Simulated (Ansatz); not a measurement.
`B/N=C(/O)[SiH3]` + `C[SiH](O)F` → `BO[SiH](C)F` + `N=C(O)[SiH3]`  (ligand exchange at a B–N bond)

Computed with Ansatz on PBE0-D4/def2-TZVP structures; ΔE is electronic, products minus reactants. CCSD(T)/CBS is the MP2 limit (def2-TZVPP, def2-QZVPP) plus CCSD(T) − MP2 in def2-TZVPP, frozen cores. Functionals use def2-TZVPP. B3LYP here is the variant with VWN-RPA as its local correlation; programs differ in this. One conformer a species, not always the lowest.

```
             level  ΔE (kcal/mol)
             B3LYP           -4.6
CCSD(T)/def2-TZVPP           -7.1
```

**Question.** What does CCSD(T)/CBS give? (Best estimate.)

**Answer.** Ansatz gave: -6.9 kcal/mol. The listed levels differ from it by 2.3, -0.2 kcal/mol.

Largest T1 diagnostic among the species: 0.015.

In def2-TZVPP, CCSD(T) changes the Hartree–Fock value by +4.0 kcal/mol (the triples alone add +0.6 kcal/mol) and MP2 by +4.8 kcal/mol. From PBE to PBE0 (25 % exact exchange), in def2-TZVPP and without D4, ΔE moves by −1.9 kcal/mol.
